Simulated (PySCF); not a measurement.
Coordinates in bohr (charge 0 multiplicity 1):
```
Os    0.0000    0.0000    0.0000
F    -0.0001    3.1021   -1.6462
F     0.0001   -3.1021   -1.6462
F     3.1021    0.0001    1.6462
F    -3.1021   -0.0001    1.6462
```

All numbers come from PBE0 in PySCF with Os def2-SVP with ECP60, F def2-SVP; scalar-relativistic core potentials, no spin–orbit coupling; density-fitted integrals.

This geometry of OsF₄ is a stationary point at this level.

(1) What is the point group?

(2) Is it a minimum?

(3) Which band is strongest in the infrared?

(4) What are the dipole moment and the gap between the highest occupied and lowest empty levels?

(5) Give the atomic charges and bond orders.

Answers

(1) D2d.

(2) No: it has 3 imaginary modes, at 94i cm⁻¹ (e), 68i cm⁻¹ (b1).

(3) 687 cm⁻¹ (e), 226 km/mol.

(4) 0.00 D and 3.58 eV.

(5) 
| atom | Mulliken | Löwdin | polar tensor | Mayer order to Os1 |
| --- | --- | --- | --- | --- |
| Os1 | 1.30 | 0.55 | 2.37 | – |
| F2,3,4,5 | -0.33 | -0.14 | -0.59 | 1.03 |

Stability towards spin polarisation was not tested. This need not be the most stable arrangement of these atoms. At this level a quintet minimum of D4h symmetry lies 135 kJ/mol below this structure. With an element this heavy the missing spin–orbit coupling can shift these numbers.
